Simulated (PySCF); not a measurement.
Mg(H)(iPr) (C3H8Mg), SMILES C[CH](C)[MgH]. Atoms are numbered in the order given.

```xyz
12

Mg     1.6852     0.0222     0.0000
H      3.3547     0.3710     0.0000
C     -0.3870    -0.3958     0.0000
C     -1.0883     0.1312     1.2628
C     -1.0883     0.1312    -1.2628
H     -0.4946    -1.4991     0.0000
H     -2.1704    -0.1085     1.2666
H     -1.0153     1.2312     1.3473
H     -0.6644    -0.2917     2.1907
H     -0.6644    -0.2917    -2.1907
H     -2.1704    -0.1085    -1.2666
H     -1.0153     1.2312    -1.3473
```

The structure is a stationary point at ωB97X-D3(BJ)/def2-SVP.

All values below come from PySCF 2.14.0 with TDA-LC-ωPBE/def2-SVPD.

Vertical excitations.  State labels are in the subgroup Cs.

Computed UV-visible absorptions:
```csv
state,symmetry,energy (eV),λ (nm),f,main pairs
S1,A',5.05,246,0.001,"HOMO→LUMO 74 %, HOMO→LUMO+4 20 %"
S2,A",5.13,242,0.001,"HOMO→LUMO+1 75 %, HOMO→LUMO+5 20 %"
S3,A',5.63,220,0.185,HOMO→LUMO+2 89 %
S4,A',7.03,176,0.211,"HOMO−1→LUMO 71 %, HOMO−1→LUMO+4 14 %"
S5,A",7.09,175,0.291,"HOMO−1→LUMO+1 76 %, HOMO−1→LUMO+5 16 %"
S6,A',7.27,171,0.115,"HOMO→LUMO+3 48 %, HOMO→LUMO+4 19 %, HOMO→LUMO+6 12 %, HOMO→LUMO+9 8 %"
S7,A',7.55,164,0.404,"HOMO→LUMO+3 31 %, HOMO→LUMO+6 20 %, HOMO→LUMO+4 18 %, HOMO−1→LUMO+3 12 %"
S8,A',7.67,162,0.172,"HOMO→LUMO+6 53 %, HOMO→LUMO+4 28 %"
S9,A",7.71,161,0.056,"HOMO→LUMO+5 73 %, HOMO→LUMO+1 17 %"
S10,A',7.91,157,0.067,HOMO−1→LUMO+2 80 %
T1,A',4.57,271,0,HOMO→LUMO+2 77 %
T2,A',4.75,261,0,"HOMO→LUMO 67 %, HOMO→LUMO+4 24 %"
T3,A",4.82,257,0,"HOMO→LUMO+1 68 %, HOMO→LUMO+5 24 %"
T4,A',5.99,207,0,"HOMO−1→LUMO 60 %, HOMO−1→LUMO+4 23 %"
```
Triplets are in the Tamm–Dancoff approximation.
